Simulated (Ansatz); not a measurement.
A CCSD(T) single point on C$_{3}$H$_{9}$BO, SMILES `CC(C)BO`.

```yaml
crystal:
  periodic: [false, false, false]
  atoms:
    - {symbol: C, position_ang: [-1.383478, 0.565916, 0.170291]}
    - {symbol: C, position_ang: [0.115393, 0.259103, 0.141124]}
    - {symbol: C, position_ang: [0.463649, -0.798051, 1.191218]}
    - {symbol: B, position_ang: [0.532325, -0.247217, -1.289530]}
    - {symbol: O, position_ang: [1.431850, 0.381024, -2.082366]}
    - {symbol: H, position_ang: [-1.656864, 1.353237, -0.537314]}
    - {symbol: H, position_ang: [-1.696838, 0.891322, 1.167143]}
    - {symbol: H, position_ang: [-1.966980, -0.323631, -0.084589]}
    - {symbol: H, position_ang: [0.660010, 1.182461, 0.389233]}
    - {symbol: H, position_ang: [0.153203, -0.474861, 2.189707]}
    - {symbol: H, position_ang: [1.536582, -1.004912, 1.227701]}
    - {symbol: H, position_ang: [-0.046882, -1.741470, 0.976612]}
    - {symbol: H, position_ang: [0.049649, -1.247280, -1.751063]}
    - {symbol: H, position_ang: [1.795280, 1.175260, -1.679265]}
basis:
  gaussian: {orbitals: def2-SVP}
correlation: {method: ccsd_t}
```

```sh
$ ansatz run in.yaml --threads 4 --pin off --events-out ev --progress --plain
```

The program prints (abridged):

```
Functional definition: HF
1174 factors; integrals over basis functions are off by at most 1.6e-3 eV
mean field evaluation 1: about -5935.8880 eV, gradient 3.9e1 eV
mean field evaluation 2: about -5935.9976 eV, gradient 3.9e1 eV
mean field evaluation 4: about -5939.7205 eV, gradient 4.1e0 eV
mean field evaluation 8: about -5939.7738 eV, gradient 2.0e-4 eV
mean field -5939.77383998 eV, -218.2826624960 hartree, gradient 8.0e-6 eV, S^2 0.000000; 0 other end points of the search recorded, 0 dependent functions left out
5 core orbitals not correlated: weight in the atoms' cores, before any rotation towards them, 1.000 or more for the frozen orbitals, at most 0.000 for the correlated occupied ones
reference -5939.77383998 eV, -218.2826624960 hartree; 15, 15 occupied and 95, 95 virtual orbitals, 1174 factors
second order -19.27080438 eV of doubles, -0.00000000 eV of singles
cycle   1  -20.25573969 eV  change   -9.8e-1 eV  update   9.4e-2
cycle   2  -20.75490305 eV  change   -5.0e-1 eV  update   2.7e-2
cycle   3  -20.86473952 eV  change   -1.1e-1 eV  update   1.4e-2
cycle   4  -20.86285080 eV  change    1.9e-3 eV  update   4.0e-3
cycle   5  -20.86263529 eV  change    2.2e-4 eV  update   1.6e-3
cycle   6  -20.86255129 eV  change    8.4e-5 eV  update   4.8e-4
cycle   7  -20.86230727 eV  change    2.4e-4 eV  update   1.4e-4
cycle   8  -20.86227473 eV  change    3.3e-5 eV  update   4.2e-5
cycle   9  -20.86227516 eV  change   -4.3e-7 eV  update   1.3e-5
perturbative correction -0.57488065 eV, -0.0211264743 hartree
Total energy: -5961.21099580 eV, -219.0704634416 hartree
```

Run time 10 s (4 threads of a server CPU on a shared host); peak host memory 0.66 GiB.

Correlation energy per correlated electron: -0.715 eV. T1 diagnostic: 0.0111.
